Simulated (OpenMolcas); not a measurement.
**Bi2+: effect of the active space**

```yaml
Program: OpenMolcas 26.06
Method: CASSCF or its RAS form
Basis: ANO-R2
Scalar_Hamiltonian: X2C, finite nucleus
Spin-orbit_coupling: RASSI with atomic mean-field integrals over the reference wave functions, term energies averaged over their components
```

A. 3 electrons in 4 orbitals (6s 6p); 2S+1 = 4 odd, 1 root; 2S+1 = 2 odd, 11 roots; 2S+1 = 4 even, 3 roots; 2S+1 = 2 even, 9 roots; cost about 16 core-seconds
B. 3 electrons in 8 orbitals (6s 6p 7s 7p); 2S+1 = 4 odd, 3 roots; 2S+1 = 2 odd, 9 roots; 2S+1 = 4 even, 3 roots; 2S+1 = 2 even, 6 roots; cost roughly 24 core-seconds
C. 3 electrons in 9 orbitals (RAS2 6s 6p; RAS3 6d, at most 2 electrons); 2S+1 = 4 odd, 1 root; 2S+1 = 2 odd, 11 roots; 2S+1 = 4 even, 3 roots; 2S+1 = 2 even, 9 roots; cost of the order of 25 core-seconds

Energies in eV above 6s2 6p 2P* 1/2, the measured ground level; measured values from Moore, Atomic Energy Levels, vol. III, NSRDS-NBS 35 (1971 reprint of NBS Circular 467, 1958).

| Level | A | B | C | Measured |
| --- | --- | --- | --- | --- |
| 6s2 6p 2P* 1/2 | 0.0000 | 0.0000 | 0.0000 | 0.0000 |
| 6s2 6p 2P* 3/2 | 2.1737 | 2.2659 | 2.1745 | 2.5774 |
| 6s 6p2 4P 1/2 | 7.8769 | 8.5088 | 8.0701 |  |
| 6s 6p2 4P 3/2 | 9.0296 | 9.2268 | 9.2312 | 10.2954 |

Deviations, from unrounded energies. A percentage is the sum of absolute deviations over the sum of measured energies, with the sign that they share, or ± where signs differ.

| Against measurement | Levels | A | B | C |
| --- | --- | --- | --- | --- |
| mean absolute deviation (cm-1) | 2 | 6700 | 5600 | 5900 |
| fine structure of the ground term (%) | 1 | -15.7 | -12.1 | -15.6 |
| other configurations (%) | 1 | -12.3 | -10.4 | -10.3 |

B lies closest to measurement on these levels and A furthest from it. The largest miss of B in the table is 6s 6p2 4P 3/2, by -8600 cm-1. The ranking rests on the paired levels alone, and a cruder setting can come out closer through cancelling errors.

Among A to C the level of the table that moves most is 6s 6p2 4P 1/2, by 5100 cm-1 (lowest in A, highest in B).

Spin-orbit splittings of 6p shells tend to come out small when the coupling is added on scalar orbitals. Terms of s pⁿ other than that of highest spin mix with s² pⁿ⁻² d, which this space lacks; all of them can be thousands of cm-1 off, and some have no real level of that name (holds for A; B). The run also gave levels led by 6s 6p 7s, 6s2 7p, 6s2 7s, which use shells meant for correlation; these and all levels above them are left out (holds for B). The run also gave levels led by 6s 6p 6d, which use shells meant for correlation; these and all levels above them are left out (holds for C). Some terms mix strongly with configurations of 6d, whose occupation reaches 0.25 (6s 6p2 2D) (holds for C). Measured partners are found by configuration, term and J. A level has none where our copy of the source lacks it or the pairing is in doubt (some pairs that miss far off the trend of their configuration count as doubtful), and it then counts in no deviation. Only configurations of the active space appear. The table leaves out levels that lie high or whose names do not pair safely across all columns.

* marks odd parity.
